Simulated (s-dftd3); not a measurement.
Cl5Ta, charge -1, doublet, at a GFN2-xTB geometry (such geometries of metal compounds can be far from the true shape) (the multiplicity is a formal guess); D3(bj) for tpssh (s-dftd3).

Input for s-dftd3:
```
$ s-dftd3 mol.xyz --bj tpssh --json dftd3.json --noedisp --grad

# file mol.xyz
6

Ta     0.05144744     0.04207757    -0.03644656
Cl     1.73907412    -0.59013818     1.59068050
Cl    -1.61972561     0.68775034    -1.67522975
Cl     0.07586183     2.18513661     0.77698286
Cl     1.13346920    -1.19605508    -1.63370108
Cl    -1.54960089    -1.26737972     1.09777330
```

The log (banner, timings and long lists left out):

```
-----------------------------------
 s i m p l e   D F T - D 3  v1.4.0
-----------------------------------

Rational (Becke-Johnson) damping: tpssh-D3(BJ)
---------------------
  s6         1.0000
  s8         2.2382
  s9         0.0000
  a1         0.4529
  a2         4.6550
 alp        14.0000
--------------------

Dispersion energy:      -1.5128279997020E-02 Eh

Gradient norm:           1.7573272564192E-03 Eh/a0
--------------------------------------------------
     #    Z           dE/dx      dE/dy      dE/dz
--------------------------------------------------
     1   73 Ta    4.139E-06  3.385E-06 -2.932E-06
     2   17 Cl    5.180E-04 -1.484E-04  4.354E-04
     3   17 Cl   -4.368E-04  2.148E-04 -4.929E-04
     4   17 Cl    6.627E-05  7.929E-04  2.421E-04
     5   17 Cl    4.342E-04 -3.835E-04 -5.966E-04
     6   17 Cl   -5.859E-04 -4.792E-04  4.150E-04
--------------------------------------------------

Virial:
--------------------------------------------------
      component           x          y          z
--------------------------------------------------
          x       5.695E-03 -4.497E-04  4.808E-04
          y      -4.497E-04  5.733E-03  2.277E-04
          z       4.808E-04  2.277E-04  5.928E-03
--------------------------------------------------

[Info] JSON dump of results written to 'dftd3.json'
```
